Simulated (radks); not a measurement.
Task: Species: the zinc ion Zn2+. Configuration: [Ar] 3d10. All-electron calculation, Dirac Kohn-Sham, exchange-only PBE, spin-unpolarised, spherical densities, finite nucleus; Fermi nuclear charge, rms radius 3.9283 fm. Program: a radial shooting solver on a logarithmic mesh with Libxc functionals. Some entries of the table are withheld. Estimate them.

orbital  occ.  eigenvalue (Ry)  <r^2> (bohr^2)  <r> (bohr)
1s1/2       2        -701.4876        0.003405     0.05030
2s1/2       2        -86.54643         0.06031      0.2260
2p1/2       2        -76.39917             (1)      0.1959
2p3/2       4        -74.64352             (2)      0.1993
3s1/2       2        -10.93988             (3)      0.6815
3p1/2       2         -7.72919             (4)      0.7065
3p3/2       4         -7.50415             (5)      0.7174
3d3/2       4         -2.20443             (6)      0.8818
3d5/2       6         -2.17781             (7)      0.8887

Result: 
(1) 2p1/2 <r^2> (bohr^2): 0.04716
(2) 2p3/2 <r^2> (bohr^2): 0.04869
(3) 3s1/2 <r^2> (bohr^2): 0.5370
(4) 3p1/2 <r^2> (bohr^2): 0.5902
(5) 3p3/2 <r^2> (bohr^2): 0.6084
(6) 3d3/2 <r^2> (bohr^2): 1.028
(7) 3d5/2 <r^2> (bohr^2): 1.045
